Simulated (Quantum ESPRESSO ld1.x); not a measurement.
The numbers below are computed, except where a source is named.
All-electron atom: Sc III in [Ar] 3d1. Level of theory: non-relativistic Kohn-Sham, LDA (Slater exchange, Perdew-Zunger correlation), spin-polarised, spherical densities, point nucleus; open shells are filled with parallel spins first (ld1.x of Quantum ESPRESSO 7.5).

Normalised radial functions P(r) = r R(r), r in bohr:

```
   r/bohr * 3p down, o 3d up, + 4s up (the largest magnitude, 0.986, reaches the edge; | marks zero, & curves that meet)
 0.008063                             &+
  0.01058                             & +
  0.01378                             & +
  0.01809                             o*+
  0.02374                             o* +
  0.03116                             o *+
  0.04058                             o  &
  0.05326                             o  + *
  0.06991                             o +    *
  0.09177                             +o       *
   0.1195                           + |o          *
   0.1568                         +   | o           *
   0.2059                        +    |   o         *
   0.2702                        +    |     o    *
   0.3519                          +  |   *    o
   0.4618                       *     | +          o
   0.6062            *                |      +         o
   0.7957    *                        |        +          o
    1.036  *                          |      +             o
     1.36       *                    +|                   o
    1.785               *  +          |                o
    2.343            +         *      |            o
    3.051            +              * |       o
    4.005                 +          *|   o
    5.257                       +     *o
      6.9                           + &
    8.984                             &
    11.79                             &
```

3p down: eigenvalue -48.456 eV, 1 radial node at r = 0.394 bohr, <r> = 1.17 bohr, 90 % of the charge inside 1.80 bohr. 3d up: eigenvalue -18.591 eV, 0 radial nodes, <r> = 1.55 bohr, 90 % of the charge inside 2.62 bohr. 4s up (empty): eigenvalue -15.947 eV, 3 radial nodes at r = 0.0970, 0.416, 1.32 bohr, <r> = 3.03 bohr, 90 % of the charge inside 4.42 bohr.
